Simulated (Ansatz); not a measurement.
A run for Ansatz (a quantum-chemistry and plane-wave program): U-CCSD(T)/def2-TZVPP on CCrO (SMILES [O+]#[C-]->[Cr]), 2S+1 = 7, a spin state set in the input, which need not be the lowest.

Ansatz 0.2 input:
```yaml
crystal:
  periodic: [false, false, false]
  atoms:
    - {symbol: Cr, position_ang: [-1.05906337, -1.02454872, -1.04534287]}
    - {symbol: O, position_ang: [1.00997405, 0.57443651, 0.76558311]}
    - {symbol: C, position_ang: [0.01602060, 0.49758381, 0.20934013]}
basis:
  gaussian:
    orbitals: def2-TZVPP
magnetization: {spin_polarized: true, initial_magnetization: 6}
correlation: {method: ccsd_t, electrons: valence}
```

Question: What total energy does the run end on?

Answer: -1156.9121 hartree (reference determinant -1156.0984, T1 diagnostic 0.025).

Question: How many basis functions does it have, and what does it roughly cost on one machine?

Answer: 126 functions; around 90 core-seconds (rough).
